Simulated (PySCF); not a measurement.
# `COC(=O)/C=C(\C)F`, C5H7FO2

Cartesian coordinates in Å; atom numbers follow the order of the lines, from 1:
```xyz
15

C     2.895   -0.116   -0.143
O     1.737    0.703   -0.174
C     0.562    0.067   -0.040
O     0.467   -1.129    0.102
C    -0.546    1.024   -0.089
C    -1.823    0.651    0.022
C    -2.362   -0.717    0.207
F    -2.768    1.609   -0.036
H     2.959   -0.649    0.808
H     3.744    0.551   -0.265
H     2.863   -0.849   -0.952
H    -0.282    2.061   -0.223
H    -3.446   -0.685    0.268
H    -1.951   -1.160    1.112
H    -2.054   -1.354   -0.620
```

Method used: PySCF, TDDFT PBE0/aug-cc-pVDZ excited states, vertical, gas phase. Geometry: GFN2-xTB.

Question: Give the one- and two-photon strengths of the lowest singlets.

Answer: δ for parallel linear polarisation; σ at the peak of a Lorentzian of half width 0.1 eV, single beam; Ω is circular over linear.
| state | E (eV) | f | photon λ (nm) | δ (au) | σ (GM) | Ω | main |
| --- | --- | --- | --- | --- | --- | --- | --- |
| S1 | 5.12 | 0.000 | 484 | <0.1 | 0.00 | – | HOMO−1→LUMO 0.97 |
| S2 | 6.09 | 0.417 | 407 | 80.8 | 1.10 | 0.55 | HOMO→LUMO 0.96 |
| S3 | 6.66 | 0.005 | 372 | 31.9 | 0.52 | 1.50 | HOMO→LUMO+1 0.90 |
| S4 | 6.78 | 0.036 | 366 | 169 | 2.85 | 0.67 | HOMO−2→LUMO 0.95 |
| S5 | 7.07 | 0.029 | 350 | 4.72 | 0.09 | 1.42 | HOMO−1→LUMO+1 0.94 |

Among these, the strongest one-photon state is S2, the strongest two-photon state S4, with a dipole change of 6.3 D (relaxed, norm of the difference vector).
